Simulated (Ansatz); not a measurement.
**Question.** Name a neutral molecule of Cl, N, Si and H with ideal-gas entropy at 298 K and 1 bar (rigid rotor, harmonic PBE0-D4/def2-TZVP) between 317 and 333 J/(mol·K) and LUMO energy (ωB97M-V/def2-TZVPP) between 1.90 and 2.20 eV (Ansatz, PBE0-D4/def2-TZVP geometry).

**Answer.** `N[SiH](Cl)Cl` (329 J/(mol·K), 2.04 eV). Other molecules can fit too; these were computed, each in one conformer that needn't be the lowest.
